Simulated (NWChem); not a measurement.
Molecule: NbOCl$_{3}$; SMILES [O]=[Nb]([Cl])([Cl])[Cl]

def2 effective core potentials on Nb; no spin-orbit coupling.

### Question
Give the equilibrium geometry at PBE0/def2-SVP with def2 effective core potentials on Nb (NWChem) as an XYZ file, with the point group.

### Answer
point group C3v; any orientation.
```
5

Nb     0.0000     0.0000     0.2040
O      0.0000     0.0000     1.8766
Cl     0.6710     2.0707    -0.4830
Cl     1.4577    -1.6165    -0.4830
Cl    -2.1288    -0.4542    -0.4830
```
